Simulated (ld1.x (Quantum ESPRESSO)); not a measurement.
## Which change was made? (Zr, TM)

ld1.x (Quantum ESPRESSO) 7.5 input, shortened:

```
&input
   title='Zr', zed=40., rel=2, dft='PZ', iswitch=3,
   config='[Kr] 4d2 5s1.5 5p0', rel_dist='average'
 /
 &inputp
   pseudotype=2, tm=.true., lloc=-1, rcloc=3.30,
   nlcc=.true., new_core_ps=.true., rcore=1.35
 /
3
5S  1  0   1.50   0.00  3.00  3.00  0.0
5P  2  1   0.00   0.00  4.20  4.20  0.0
4D  3  2   2.00   0.00  2.85  2.85  0.0
 &test
   configts(1)='4d2 5s1.5 5p0'
 /
```

Open shells are filled in proportion to 2j + 1 (rel_dist='average').

Cutoffs, loose and tight: the cutoffs (Ry, on a coarse ladder) from which the occupation-weighted sum of valence levels, in a spherical-Bessel basis at the reference potential, stays within 10 and 1 mRy of its value at 400 Ry. They do not see the model core or the augmentation charge, which bear on the density cutoff. Test errors are all-electron minus pseudo excitation energies from the reference, over the configurations 4d2 5s2 5p0; 4d2 5s1 5p0; 4d2 5s0 5p0; 4d1 5s0 5p0; 4d2 5s1 5p1; 4d3 5s0 5p0; 4d2 5s0 5p1; variants that change the core or the reference have their own tests.

The base gives: outcome: generated; cutoff, loose: 21 Ry; cutoff, tight: 25 Ry; bound ghosts: none; largest test error (meV): -237.

On the changes marked as counting shells twice: ld1.x takes every shell without a wave as core, so the model core holds the marked electrons as well and exchange and correlation see them twice. This cancels in the reference configuration, but the file is broken for other ones, and its errors say nothing about a proper core correction.

Q: After one change the result is: outcome: generated; cutoff, loose: 15 Ry; cutoff, tight: 18 Ry; bound ghosts: none; largest test error (meV): -334. Which change was it?
A. all radii but the core radius scaled by about 1.28 (s 3.84, p 5.38, d 3.64 bohr); local potential all-electron potential smoothed inside 4.22 bohr (lloc = -1)
B. wave 4d (bound): rc 2.85 bohr becomes 4d (bound): rc 2.28 bohr
C. core [Ar] 3d10, valence charge 12; reference 4s2 4p6 4d3 5s1 5p0; waves now 4s (bound): rc 1.70 bohr; 4p (bound): rc 2.30 bohr; 4d (bound): rc 2.25 bohr; local potential the d channel; core correction Bessel-smoothed model core, default radius (core density twice the valence density) (5s counted twice)
D. reference 4d2.5 5s1.5 5p0

A: A. The others give: core [Ar] 3d10, valence charge 12; reference 4s2 4p6 4d3 5s1 5p0; waves now 4s (bound): rc 1.70 bohr; 4p (bound): rc 2.30 bohr; 4d (bound): rc 2.25 bohr; local potential the d channel; core correction Bessel-smoothed model core, default radius (core density twice the valence density) (5s counted twice) → outcome: generated; cutoff, loose: 45 Ry; cutoff, tight: 60 Ry; bound ghosts: none; largest test error (meV): -794 | wave 4d (bound): rc 2.85 bohr becomes 4d (bound): rc 2.28 bohr → outcome: generated; cutoff, loose: 25 Ry; cutoff, tight: 35 Ry; bound ghosts: none; largest test error (meV): -256 | reference 4d2.5 5s1.5 5p0 → outcome: generated; cutoff, loose: 21 Ry; cutoff, tight: 25 Ry; bound ghosts: none; largest test error (meV): -369.
